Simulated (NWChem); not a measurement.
Species: SiH2Cl2; SMILES Cl[SiH2]Cl

Computed with NWChem. Medium grid unless said otherwise, to which SCAN and Minnesota functionals are sensitive. Structure relaxed at the PBE0/def2-SVP level. Hybrids' shares of exact exchange are those that their runs print; pure functionals count as 0. The functionals differ in more than this share.

| row | share of exact exchange | orbital gap (eV) |
|---|---|---|
| LDA (Slater exchange, VWN5)/def2-TZVPD | 0.00 | 6.38 |
| PBE/def2-TZVPD | 0.00 | 6.54 |
| B3LYP/def2-TZVPD | 0.20 | 8.31 |
| PBE0/def2-TZVPD | 0.25 | 8.77 |
| M06-2X/def2-TZVPD | 0.54 | withheld |
| Hartree-Fock/def2-TZVPD | 1.00 | 13.89 |

### Question
Fit a straight line of the last column on the one before it, predict the withheld value, and compare with the run.

### Answer

1. Means of the 5 shown rows: x = 0.290, y = 8.778. Slope Σ(x − x̄)(y − ȳ)/Σ(x − x̄)² = 5.016/0.6820 = 7.355; intercept 6.645.
2. The shown rows scatter about the line by 0.206 (root mean square); the largest residual is +0.29, at PBE0/def2-TZVPD.
3. At x = 0.54 (M06-2X/def2-TZVPD; inside the shown range) the line gives 10.62.
4. The run gives 10.60, -0.02 from the line, 0.1 times the scatter.
